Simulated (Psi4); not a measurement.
Psi4 input (wB97X-D/6-31G*):

```
memory 1500 MB

molecule {
0 1
C    -1.72846600    0.11532200    1.53286800
Si   -1.30624800   -0.09494800   -0.27287200
C    -2.53855600   -1.19808600   -1.13565900
C    -1.16762200    1.56359900   -1.12241400
O     0.16765400   -0.86487700   -0.37558000
Si    1.76423900   -0.66373500   -0.25493200
Cl    2.19905400    0.87609600    1.06648300
H    -2.69788100    0.60457200    1.65510700
H    -1.77428200   -0.85092300    2.03988300
H    -0.97654500    0.72504100    2.03768100
H    -2.27075100   -1.34097500   -2.18465400
H    -3.54117100   -0.76509700   -1.10103800
H    -2.58131000   -2.18130700   -0.66242100
H    -2.12059700    2.09758800   -1.09710600
H    -0.42021600    2.19153700   -0.63259900
H    -0.87824500    1.44813500   -2.16939800
H     2.38187100   -1.88785900    0.28167700
H     2.34996200   -0.27876400   -1.55221900
symmetry c1
no_reorient
no_com
}

set {
  basis 6-31G*
  reference rks
  scf_type df
  df_basis_scf def2-universal-jkfit
  dft_radial_points 99
  dft_spherical_points 590
  e_convergence 1e-8
  d_convergence 1e-7
  maxiter 150
}

e = energy('wb97x-d')
print_out(f'\nFINAL {e:.10f} DIPOLE {variable("CURRENT DIPOLE")[0]:.6f} {variable("CURRENT DIPOLE")[1]:.6f} {variable("CURRENT DIPOLE")[2]:.6f}\n')
```

From the output:

```
    One-Electron Energy =               -2813.8280899646047146
    Two-Electron Energy =                1091.6842291467075938
    DFT Exchange-Correlation Energy =     -70.8795357527336449
    Empirical Dispersion Energy =          -0.0098901466945734
    VV10 Nonlocal Energy =                  0.0000000000000000
    Total Energy =                      -1235.4092922979548348

Computation Completed

Properties will be evaluated at   0.000000,   0.000000,   0.000000 [a0]

Properties computed using the SCF density matrix

 Multipole Moments:

 ------------------------------------------------------------------------------------
     Multipole            Electronic (a.u.)      Nuclear  (a.u.)        Total (a.u.)
 ------------------------------------------------------------------------------------

 L = 1.  Multiply by 2.5417464519 to convert [e a0] to [Debye]
 Dipole X            :         -0.5914706           -0.0000094           -0.5914801
 Dipole Y            :         -0.2187360            0.0000227           -0.2187133
 Dipole Z            :         -0.3977992           -0.0000038           -0.3978030
 Magnitude           :                                                    0.7456080

 ------------------------------------------------------------------------------------

FINAL -1235.4092922980 DIPOLE -0.591480 -0.218713 -0.397803

*** Psi4 exiting successfully. Buy a developer a beer!
```

The geometry given is a B3LYP-D3(BJ)/def2-TZVP minimum.
